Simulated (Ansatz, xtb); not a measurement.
# Relative energy of two isomers of C3H8F2SSi2

We compare a, `F[Si](F)(S[SiH3])C1CC1`, a singlet, with b, `C=CC[Si@H](F)S[SiH2]F`, a singlet. Both are isolated molecules in the gas phase, relaxed with B3LYP-D3(BJ)/def2-SVP, each in the lowest conformer that the search found.

Task: Estimate which is lower in electronic energy at CCSD(T)/def2-SVP + ΔMP2/def2-TZVPP, and by roughly how much.

Result: Too close to call at this level: CCSD(T)/def2-SVP + ΔMP2/def2-TZVPP gives E(b) − E(a) = −0.21 kcal/mol.

The same difference at several levels:

```tsv
level	geometry	E(b) − E(a) (kcal/mol)	departure from the last row (kcal/mol)	job, with rough time for the two
B3LYP-D3(BJ)/def2-SVP	B3LYP-D3(BJ)/def2-SVP	−1.43	−1.22	optimisation, 2.4 min
HF/def2-SVP	B3LYP-D3(BJ)/def2-SVP	−2.17	−1.96	part of the CCSD(T) run
MP2/def2-SVP	B3LYP-D3(BJ)/def2-SVP	+2.86	+3.07	part of the CCSD(T) run
CCSD(T)/def2-SVP	B3LYP-D3(BJ)/def2-SVP	+0.28	+0.48	single point
CCSD(T)/def2-SVP + ΔMP2/def2-TZVPP	B3LYP-D3(BJ)/def2-SVP	−0.21		single point, 2.5 min
```

As drawn, b has 1 C=C in place of 2 C–C. Structure a has a 3-membered ring, b no ring.

The largest departure from CCSD(T)/def2-SVP + ΔMP2/def2-TZVPP is that of MP2/def2-SVP, 3.07 kcal/mol. Levels run at GFN2-xTB geometries aren't shown. The last row adds to CCSD(T) the change of the MP2 difference between the two basis sets, here −0.48 kcal/mol.

With thermal terms from frequencies at re-optimised GFN2-xTB minima (ideal gas, soft modes damped towards free rotors, one conformer each, 298.15 K, 1 atm): on the last row, ΔE + ΔZPE = −1.13, ΔH = −0.83, ΔG = −1.62 kcal/mol.

The correlated steps freeze 20 core orbitals. Mirror images aren't counted in ΔG. Codes used: Ansatz 0.2.0, xtb 6.7.1; the last row on 4 threads of Arm Neoverse V1 on a shared host.
